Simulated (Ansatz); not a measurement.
`[CH3][GeH]([NH2])[OH]` and `[NH2][GeH]([OH])[CH2]F` differ in one atom or group.

Ansatz, PBE0-D4/def2-TZVP geometries, multiplicity 1. Each molecule was computed in one conformer, which needn't be the lowest.

Scalar relativity is left out up to krypton.

| property | `[CH3][GeH]([NH2])[OH]` |
| --- | --- |
| size of the dipole moment (PBE/def2-TZVPP) / D | 2.21 |
| ideal-gas entropy at 298 K and 1 bar (rigid rotor, harmonic PBE0-D4/def2-TZVP) / J/(mol·K) | 346 |
| LUMO energy (PBE0/def2-TZVPP) / eV | 0.75 |
| HOMO energy (PBE/def2-TZVPP) / eV | -5.99 |
| size of the dipole moment (ωB97M-V/def2-TZVPP) / D | 2.29 |
| HOMO energy (ωB97M-V/def2-TZVPP) / eV | -9.83 |

Problem. What does the change do to each property? (An estimate is asked.)

Solution. Ansatz gave: 
```csv
property,`[NH2][GeH]([OH])[CH2]F`,shift
size of the dipole moment (PBE/def2-TZVPP) / D,1.62,-0.59
"ideal-gas entropy at 298 K and 1 bar (rigid rotor, harmonic PBE0-D4/def2-TZVP) / J/(mol·K)",374,28
LUMO energy (PBE0/def2-TZVPP) / eV,0.43,-0.32
HOMO energy (PBE/def2-TZVPP) / eV,-6.14,-0.15
size of the dipole moment (ωB97M-V/def2-TZVPP) / D,1.72,-0.57
HOMO energy (ωB97M-V/def2-TZVPP) / eV,-10.00,-0.17
```

With PBE0 the HOMO falls by 0.16 eV and the LUMO falls by 0.32 eV, so the gap narrows by about 0.16 eV. PBE moves the HOMO by -0.15 eV and ωB97M-V by -0.17 eV. Dipoles are sizes alone; their direction can turn. Modes under 60 cm⁻¹, often nearly free rotors, make the harmonic entropy too high.
